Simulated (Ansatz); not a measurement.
Reaction (substitution at a C–O bond): `C=C[O][InH2]` + `N=C[SeH]` → `C=C/N=C\[SeH]` + `[OH][InH2]`

Computed with Ansatz on PBE0-D4/def2-TZVP structures; ΔE is electronic, products minus reactants. CCSD(T)/CBS adds triple-zeta CCSD(T) − MP2 to the extrapolated MP2 energy (def2 sets, frozen cores). Functionals use def2-TZVPP. def2 core potentials past Kr. For In, Se outer-core shells are correlated without core-valence functions, which leaves a few kJ/mol of doubt a bond. Scalar relativity is left out up to krypton. One conformer a species, not always the lowest.

```csv
level,ΔE (kcal/mol)
B2PLYP,-4.9
MP2/def2-QZVPP,-7.5
```

(1) What does CCSD(T)/CBS give? (Estimate.)

Largest T1 diagnostic among the species: 0.017.

Results:

(1) The calculation gave: -5.8 kcal/mol. The listed levels differ from it by 0.9, -1.7 kcal/mol.

In def2-TZVPP, CCSD(T) changes the Hartree–Fock value by −4.5 kcal/mol (the triples alone add −0.8 kcal/mol) and MP2 by −6.6 kcal/mol. The D4 term adds −1.0 kcal/mol with B3LYP and −0.6 kcal/mol with PBE0; it sums over pairs of atoms, weighted by their polarisabilities, and B3LYP, whose exchange is more repulsive, gets the larger term. From PBE to PBE0 (25 % exact exchange), in def2-TZVPP and without D4, ΔE moves by +0.7 kcal/mol.

B3LYP here is the variant with VWN-RPA as its local correlation; programs differ in this.
